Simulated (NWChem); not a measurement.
System: SiCl$_{2}$F$_{2}$; SMILES F[Si](F)(Cl)Cl

Parts of the log:

```
             Northwest Computational Chemistry Package (NWChem) 7.3.0
             --------------------------------------------------------

 C2V symmetry detected

                             Geometry "geometry" -> ""
                             -------------------------

 Output coordinates in angstroms (scale by  1.889725989 to convert to a.u.)

  No.       Tag          Charge          X              Y              Z
 ---- ---------------- ---------- -------------- -------------- --------------
    1 F                    9.0000     0.00000000     1.28861800    -1.26849221
    2 Si                  14.0000     0.00000000     0.00000000    -0.32504021
    3 F                    9.0000     0.00000000    -1.28861800    -1.26849221
    4 Cl                  17.0000     1.67289500     0.00000000     0.80539479
    5 Cl                  17.0000    -1.67289500     0.00000000     0.80539479

 Effective nuclear repulsion energy (a.u.)     380.0162601168

      Symmetry information
      --------------------

 Group name             C2v
 Group number             16
 Group order               4
 No. of unique centers     3

                                 NWChem DFT Module
                                 -----------------

 Summary of "ao basis" -> "ao basis" (spherical)
 ------------------------------------------------------------------------------
       Tag                 Description            Shells   Functions and Types
 ---------------- ------------------------------  ------  ---------------------
 F                         def2-tzvpp               11       31   5s3p2d1f
 Si                        def2-tzvpp               14       42   5s5p3d1f
 Cl                        def2-tzvpp               14       42   5s5p3d1f

      Symmetry analysis of basis
      --------------------------

        a1         67
        a2         28
        b1         48
        b2         45

            General Information
            -------------------
          SCF calculation type: DFT
          Wavefunction type:  closed shell.
          No. of atoms     :     5
          No. of electrons :    66
           Alpha electrons :    33
            Beta electrons :    33
          Charge           :     0
          Spin multiplicity:     1
          Use of symmetry is: on ; symmetry adaption is: on
          Maximum number of iterations: 150
          AO basis - number of functions:   188
                     number of shells:    64
          Convergence on energy requested:  1.00D-06
          Convergence on density requested:  1.00D-05
          Convergence on gradient requested:  5.00D-04

              XC Information
              --------------
                  TPSS metaGGA Exchange Functional  1.000
             TPSS03 metaGGA Correlation Functional  1.000

             Grid Information
             ----------------
          Grid used for XC integration:  medium
          Radial quadrature: Mura-Knowles
          Angular quadrature: Lebedev.
          Tag              B.-S. Rad. Rad. Pts. Rad. Cut. Ang. Pts.
          ---              ---------- --------- --------- ---------
          F                   0.50       49           9.0       434
          Si                  1.10       88           8.0       590
          Cl                  1.00       88          10.0       590
          Grid pruning is: on
          Number of quadrature shells:   225
          Spatial weights used:  Erf1

      Superposition of Atomic Density Guess
      -------------------------------------

 Sum of atomic energies:       -1406.62694444

      Non-variational initial energy
      ------------------------------

 Total energy =   -1407.634965
 1-e energy   =   -2706.787406
 2-e energy   =     919.136181
 HOMO         =      -0.441484
 LUMO         =       0.032401

      Symmetry analysis of molecular orbitals - initial
      -------------------------------------------------

  Numbering of irreducible representations:

     1 a1          2 a2          3 b1          4 b2

  Orbital symmetries:

     1 a1          2 b1          3 a1          4 a1          5 b2
     6 a1          7 b1          8 a1          9 b1         10 a1
    11 b2         12 b1         13 a2         14 a1         15 b2
    16 a1         17 b1         18 a1         19 b2         20 a1
    21 b1         22 a1         23 b2         24 a1         25 b1
    26 a2         27 b2         28 a1         29 b1         30 a1
    31 b2         32 a2         33 b1         34 a1         35 b2
    36 a1         37 b1         38 a1         39 b1         40 b2
    41 a1         42 b1         43 a2

------------------------------------------------------------
EAF file 0: "./job.aoints.0" size=137887744 bytes
------------------------------------------------------------
               write      read    awrite     aread      wait
               -----      ----    ------     -----      ----
     calls:      263         0         0         0         0
   data(b): 1.38e+08  0.00e+00  0.00e+00  0.00e+00
   time(s): 0.00e+00  0.00e+00  0.00e+00  0.00e+00  0.00e+00
rate(mb/s): 0.00e+00  0.00e+00
------------------------------------------------------------

     ---------------------------------------------
      Total Density - Mulliken Population Analysis
     ---------------------------------------------

    Atom       Charge   Shell Charges
 -----------   ------   -------------------------------------------------------
    1 F    9     9.50   0.77  1.20  0.61  1.01  0.31  2.36  2.35  0.88  0.00  0.01  0.00
    2 Si  14    12.37   2.00  0.58  1.40  0.65  0.17  4.09  1.74  0.43  0.62  0.13  0.01  0.22  0.22  0.11
    3 F    9     9.50   0.77  1.20  0.61  1.01  0.31  2.36  2.35  0.88  0.00  0.01  0.00
    4 Cl  17    17.31   2.01  0.45  1.52  1.10  0.83  4.19  1.69  1.10  2.93  1.49  0.00  0.00  0.02  0.00
    5 Cl  17    17.31   2.01  0.45  1.52  1.10  0.83  4.19  1.69  1.10  2.93  1.49  0.00  0.00  0.02  0.00

[...]
```

Level: TPSS/def2-TZVPP. The geometry was optimised at PBE0/def2-SVP.

Problem. Which NWChem input produces such a log?

Solution. Several could match; the one computed here: the input that was run:
```
start job
memory heap 200 mb stack 900 mb global 1100 mb
geometry units angstroms noautoz
  F      0.000000     1.288618    -1.266923
  Si     0.000000     0.000000    -0.323471
  F      0.000000    -1.288618    -1.266923
  Cl     1.672895     0.000000     0.806964
  Cl    -1.672895     0.000000     0.806964
end
basis spherical
  * library def2-tzvpp
end
dft
  xc xtpss03 ctpss03
  iterations 150
  semidirect filesize 400000000
  mulliken
end
task dft energy
```
